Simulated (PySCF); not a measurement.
**Converging InI in the basis (PBE)**

PySCF, UKS reference; singlet, unpaired electrons none; De to In + I without counterpoise correction.

| basis | relativity | functions | Re (Å) | ωe (cm⁻¹) | De (eV) | μ (D) |
| --- | --- | --- | --- | --- | --- | --- |
| cc-pVDZ-PP | scalar-relativistic core potentials | 46 | 2.816 | 170 | 3.74 | -3.40 |
| def2-SVP | scalar-relativistic core potentials | 52 | 2.812 | 171 | 3.74 | -3.40 |
| x2c-TZVPPall | spin-free X2C | 120 | 2.792 | 170 | 3.76 | -3.20 |

**Question.** How does each smaller set differ from the one with most functions, x2c-TZVPPall?

**Answer.** cc-pVDZ-PP: +2.4 pm, +0.0 % in ωe, -0.02 eV in De; def2-SVP: +2.0 pm, +0.6 % in ωe, -0.02 eV in De. All at PBE; the set with most functions is neither the basis-set limit nor always the best. The rows treat relativity differently, so the differences are not basis effects alone.

A positive dipole means In(−)I(+). Spin–orbit coupling is left out, which matters for elements this heavy, above all for dissociation energies.
